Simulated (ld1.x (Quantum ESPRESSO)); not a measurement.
Values are calculated unless marked as measured or tabulated.
## Potentials for platinum (Pt) compared

Generated with ld1.x 7.5 (TM, RRKJ, ultrasoft, PAW), atompaw 4.2 or ONCVPSP 4.0.1. The cutoff is in Ry: for ld1.x and atompaw files where the sum of valence levels is converged to 10 mRy in a Bessel basis, for ONCV files where the hardest occupied wave has 1 mHa per electron of residual kinetic energy. The error is the largest all-electron minus pseudo excitation energy over each file’s own four to seven test configurations (ionisations up to +4, promotions, holes and added fractions of an electron), all of which were solved. The labels leave out finer settings (local radius, basis sizes, second energies), which also bear on the numbers. Spin-polarised tests are not counted. The rows are a selection from randomly drawn settings: files with unsolved tests, undetermined cutoffs or missed reference levels are left out.

A true bound ghost makes a file unfit for plane-wave use even where its test errors are small: the radial tests pick states by their node count and pass the ghost by.

| potential | cutoff (Ry) | largest error (meV) | bound ghosts |
| --- | --- | --- | --- |
| ultrasoft, Wu–Cohen, scalar-relativistic, rc 2.50/3.50/2.25 (spd), local smoothed, core correction yes, reference 5d9 6s1 6p0 | 21 | -2252 | none |
| TM semilocal, PBE, scalar-relativistic, rc 2.40/2.70/1.45 (spd), local s, core correction yes, reference 5d9.5 6s0.5 6p0 | 40 | -53 | none |
| TM, LDA (PZ), scalar-relativistic, rc 2.20/1.30/1.95/1.90 (spdf), local s, core correction yes, reference 5p6 5d9 6s0.5 6p0 | 110 | -488 | none |
| TM semilocal, LDA (PZ), scalar-relativistic, rc 1.75/2.80/1.75 (spd), local p, core correction yes, reference 5d8 6s0 6p0 | 40 | -357 | none |

(1) Fill in the row for Pt: TM, LDA (PZ), fully relativistic, rc 0.95/1.95/1.55 (spd), local s, core correction yes, reference 5s2 5p6 5d9 6s0 6p0.

(2) Fill in the row for Pt: RRKJ, LDA (PZ), fully relativistic, rc 2.55/1.35/1.70 (spd), local s, core correction no, reference 5p6 5d9 6s0.75 6p0.

(3) Fill in the row for Pt: TM semilocal, PW91, scalar-relativistic, rc 1.90/3.85/1.50 (spd), local d, core correction yes, reference 5d9 6s1 6p0.

## Answers

(1) cutoff 140 Ry, largest error +162 meV, bound ghosts: p1/2.

(2) cutoff 80 Ry, largest error -690 meV, bound ghosts: none.

(3) cutoff 40 Ry, largest error -177 meV, bound ghosts: none.
